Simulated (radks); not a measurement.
All-electron atom: Tm3+ in [Xe] 4f12. Method: scalar-relativistic Kohn-Sham, PBE, spin-polarised, spherical densities, point nucleus; open shells are filled with parallel spins first (spin-orbit coupling, left out, can overturn this in heavy ions); computed with a radial shooting solver on a logarithmic mesh with Libxc functionals.

Normalised radial functions P(r) = r R(r), r in bohr:

```
   r/bohr * 5s up (the largest magnitude, 1.07, reaches the edge; | marks zero)
 0.002207                             | *
 0.003345                             |  *
 0.005071                             |   *
 0.007688                             |   *
  0.01165                             |   *
  0.01767                             | *
  0.02678                            *|
  0.04059                        *    |
  0.06154                      *      |
  0.09328                            *|
   0.1414                             |        *
   0.2143                             |     *
   0.3249                  *          |
   0.4926                   *         |
   0.7467                             |              *
    1.141                             |                          *
     1.73                             |              *
    2.622                             |  *
    3.974                             *
```

5s up: eigenvalue -84.269 eV, 4 radial nodes at r = 0.0241, 0.0957, 0.249, 0.589 bohr, <r> = 1.20 bohr, 90 % of the charge inside 1.73 bohr.
